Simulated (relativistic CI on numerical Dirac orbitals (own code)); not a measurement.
# Magnetism of Ni4+, 3d6, in a crystal field

Calculated by Dirac-Coulomb-Breit CI, KLI orbitals optimised for each configuration, model QED, valence Slater integrals scaled by 0.9, one configuration in a parametric crystal field (own radial code). With so little scaling, terms lie 10 to 35 % too far apart, which can change the order of excited levels.

Field parameters in Wybourne normalisation: D3d B²₀ = −7Dσ, B⁴₀ = −14Dq − 21Dτ, B⁴₃ = −14√(10/7) Dq. The field is a parameter set, without covalency.

S is read from ⟨S²⟩ = S(S + 1).

Powder χT (cm³ K mol⁻¹) by Van Vleck's formula, with temperature-independent terms:

| Field | 2 K | 5 K | 10 K | 20 K | 50 K | 100 K | 200 K | 300 K |
| --- | --- | --- | --- | --- | --- | --- | --- | --- |
| D3d, 10Dq = 16000, Dσ = -1200, Dτ = -210 cm⁻¹ | 3.47 | 3.49 | 3.52 | 3.58 | 3.76 | 3.99 | 4.15 | 4.13 |
| D3d, 10Dq = 16000, Dσ = 1200, Dτ = -210 cm⁻¹ | 0.277 | 0.693 | 1.38 | 2.42 | 3.33 | 3.61 | 3.71 | 3.74 |
| D3d, 10Dq = 16000, Dσ = 980, Dτ = -210 cm⁻¹ | 0.254 | 0.635 | 1.27 | 2.32 | 3.38 | 3.72 | 3.86 | 3.91 |
| D3d, 10Dq = 16000, Dσ = 760, Dτ = -210 cm⁻¹ | 0.234 | 0.584 | 1.17 | 2.21 | 3.43 | 3.84 | 4.07 | 4.13 |
| D3d, 10Dq = 16000, Dσ = 550, Dτ = -210 cm⁻¹ | 0.266 | 0.665 | 1.32 | 2.41 | 3.45 | 3.84 | 4.18 | 4.27 |
| D3d, 10Dq = 16000, Dσ = 330, Dτ = -210 cm⁻¹ | 2.21 | 2.66 | 3.01 | 3.2 | 3.42 | 3.72 | 4.04 | 4.12 |
| D3d, 10Dq = 16000, Dσ = 110, Dτ = -210 cm⁻¹ | 2.68 | 2.74 | 2.85 | 3.06 | 3.44 | 3.73 | 3.96 | 4 |
| D3d, 10Dq = 16000, Dσ = -110, Dτ = -210 cm⁻¹ | 2.99 | 3.03 | 3.09 | 3.21 | 3.51 | 3.78 | 3.95 | 3.96 |

For D3d, 10Dq = 16000, Dσ = 1200, Dτ = -210 cm⁻¹: what effective moment follows at 300 K?

μ_eff = √(8χT) = 5.47 μB. The ground level has S = 2.00; the spin-only moment for S = 2 is 4.90 μB. The difference comes from the orbital moment, spin-orbit mixing of terms and temperature-independent paramagnetism, all larger in this ionic model than in covalent complexes.
